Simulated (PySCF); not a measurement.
# Computed properties of H₈N₂Si₂, SMILES N[SiH](N)[SiH3]

H8N2Si2, SMILES N[SiH](N)[SiH3]. The structure is a stationary point at ωB97X-D3(BJ)/def2-SVP. The values are those of a single conformer. All values are computed for the isolated molecule unless a solvent is named; none is compared with measurement here.

**Structure.** All 30 harmonic modes at ωB97X-D3(BJ)/def2-SVP (PySCF) are real, so it is a minimum. With heavy atoms numbered as in [NH2:1][SiH:2]([NH2:3])[SiH3:4], the shortest bond between them is Si2–N3 at 1.730 Å and the longest Si2–Si4 at 2.342 Å.

**Vibrations.** The strongest infrared lines (harmonic, unscaled, degenerate partners summed) lie at 854 cm⁻¹ (430 km/mol, H 81 %, Si 11 %, N 8 %), 2191 cm⁻¹ (184 km/mol, H 97 %), 966 cm⁻¹ (176 km/mol, H 80 %, Si 13 %). The softest mode is at 95 cm⁻¹ and the zero-point energy is 54.2 kcal/mol.

**Electronic structure.** HF/def2-TZVP (PySCF) places the frontier levels at -9.85 and 3.15 eV, a gap of 13.00 eV, and gives a dipole moment of 1.08 D and a mean polarisability of 65.5 bohr³. PBE/def2-TZVP (PySCF) at the same geometry gives -5.62 and -0.56 eV, so its gap is 7.94 eV narrower. An orbital gap is neither the optical nor the fundamental gap.

**Excitations.** TDA-CAM-B3LYP/def2-SVPD (PySCF) has S1 at 6.08 eV (204 nm, f = 0.022, weak); the most intense of the 10 singlets computed lies at 7.47 eV (f = 0.19). T1 (TDA) is at 5.55 eV, 0.53 eV under S1. TDA-PBE/def2-SVPD (PySCF) puts S1 at 5.23 eV. No vertical singlet excitation falls in the visible range (under 3.1 eV).

**NMR.** GIAO shifts at PBE0/pcSseg-1 (PySCF) (non-relativistic, atoms alike by connectivity averaged): ¹H from 0.7 to 5.6 ppm against TMS; ²⁹Si from -112.6 to -29.8 ppm against TMS.

**Solvation.** SMD-ωB97X/def2-SVP (PySCF) gives -0.6 kcal/mol in water, -4.0 kcal/mol in methanol, -3.0 kcal/mol in 1-octanol (1 M in both phases, gas-phase geometry); of these solvents methanol holds the molecule best.
